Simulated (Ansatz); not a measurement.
Consider the cleavage of the Si–Al bond: `F[CH]1[CH2][Al]1[SiH3]` + `[AlH2][SH]` → `[AlH2][S][SiH3]` + `F[CH]1[CH2][AlH]1`.

Gas-phase electronic energies from Ansatz, PBE0-D4/def2-TZVP geometries. CBS: MP2 limit from def2 TZ/QZ plus the TZ coupled-cluster correction, frozen cores. This one scheme is used for every species. DFT in def2-TZVPP.

`F[CH]1[CH2][Al]1[SiH3]`:

Z-matrix (Å, degrees):
```
C
C 1 1.531
Al 1 1.933 2 66.4
F 1 1.384 2 116.7 3 -125.8
H 1 1.093 2 111.4 3 108.7
H 2 1.087 1 119.6 3 -134.7
H 2 1.099 1 110.8 3 95.4
Si 3 2.439 1 161.6 2 -170.4
H 8 1.486 3 111.9 1 15.3
H 8 1.488 3 110.4 1 136.8
H 8 1.489 3 108.5 1 -104.4
```

`[AlH2][SH]`:

Z-matrix (Å, degrees):
```
Al
S 1 2.181
H 1 1.579 2 116.5
H 1 1.581 2 118.9 3 -180.0
H 2 1.344 1 93.7 3 180.0
```

`[AlH2][S][SiH3]`:

Z-matrix (Å, degrees):
```
Si
S 1 2.141
H 1 1.485 2 111.2
H 1 1.485 2 111.2 3 -121.6
H 1 1.483 2 106.6 3 119.2
Al 2 2.180 1 98.5 3 60.8
H 6 1.578 2 117.2 1 -179.9
H 6 1.582 2 118.3 1 0.0
```

`F[CH]1[CH2][AlH]1`:

```xyz
8

F     1.510    0.445   -1.283
C     0.308    0.554   -0.608
C     0.268   -0.013    0.825
Al   -1.123   -0.694   -0.302
H    -0.002    1.603   -0.619
H     0.947   -0.874    0.913
H     0.409    0.657    1.669
H    -2.318   -1.677   -0.595
```

| level | ΔE (kJ/mol) |
| --- | --- |
| PBE-D4 | -28.9 |
| ωB97M-V | -47.9 |
| SCS-MP2/def2-TZVPP | -48.4 |
| HF/CBS(def2) | -49.0 |

Q: What does CCSD(T)/CBS give? (Estimate.)

A: Ansatz gave: -43.3 kJ/mol. The listed levels differ from it by 14.4, -4.6, -5.1, -5.7 kJ/mol.

Largest T1 diagnostic among the species: 0.014.

From PBE to PBE0 (25 % exact exchange), in def2-TZVPP and without D4, ΔE moves by −6.4 kJ/mol. The D4 term adds −5.9 kJ/mol with B3LYP and −2.8 kJ/mol with PBE0; it sums over pairs of atoms, weighted by their polarisabilities, and B3LYP, whose exchange is more repulsive, gets the larger term.

B3LYP here is the variant with VWN-RPA as its local correlation; programs differ in this.
